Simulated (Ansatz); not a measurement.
Geometry optimisation, RKS PBE/def2-SVP (Ansatz 0.2.0).

input.yaml

```yaml
crystal:
  periodic: [false, false, false]
  atoms:
    - { symbol: Ta, position_ang: [-0.067967, 0.215265, 0.107354] }
    - { symbol: Cl, position_ang: [2.329961, 0.634028, 0.023992] }
    - { symbol: F, position_ang: [0.064659, 0.417198, 1.978237] }
    - { symbol: F, position_ang: [0.168004, -0.856482, -1.427021] }
    - { symbol: F, position_ang: [-0.784439, 1.811866, -0.512548] }
    - { symbol: F, position_ang: [-1.610755, -0.814783, 0.445832] }
    - { symbol: "N", position_ang: [1.488232, -2.545687, 1.187803] }
    - { symbol: H, position_ang: [0.924115, -2.917401, 0.41963] }
    - { symbol: H, position_ang: [0.931544, -2.289641, 2.006848] }
    - { symbol: H, position_ang: [2.128648, -1.783464, 0.884774] }
basis:
  gaussian: { orbitals: def2-SVP }
hamiltonian:
  xc: pbe
relax:
  f_tol: 0.03
  max_steps: 50
```

Launched with:

```bash
$ ansatz run input.yaml --threads 4 --pin off --max-ram 5120MiB --backend cpu --events-out ev --progress --plain --runs-dir out
```

Q: Where does it end, and by what steps?

A: It converged. After 9 steps the energy has fallen by 1.237 eV; N7 moved furthest, 0.73 Å. Joined: Ta1–N7 (3.35 → 2.35 Å).

```
step  energy less start (eV)  largest force component (eV/Å)  accepted
   0                  0.0000                           1.186       yes
   1                 -0.1438                           0.838       yes
   2                 -0.2794                           1.370       yes
   3                 -0.4945                           1.895       yes
   4                 -0.8225                           1.722       yes
   5                 -1.0547                           2.091       yes
   6                 -1.2207                           0.699       yes
   7                 -1.2361                           0.044       yes
   8                 -1.2364                           0.041       yes
   9                 -1.2369                           0.013       yes
```

```xyz
10
Properties=species:S:1:pos:R:3
Ta 0.111 0.015 0.188
Cl 2.356 0.741 -0.018
F 0.183 0.381 2.055
F 0.285 -0.933 -1.454
F -0.750 1.568 -0.419
F -1.449 -1.022 0.531
N 1.090 -1.981 0.964
H 0.814 -2.789 0.388
H 0.813 -2.183 1.936
H 2.118 -1.926 0.944
```

Whether the end is a true minimum wasn't checked by a vibrational analysis.

Time of the run: 27 s on 4 threads of Arm Neoverse V1 (shared host), peak memory 0.21 GiB.
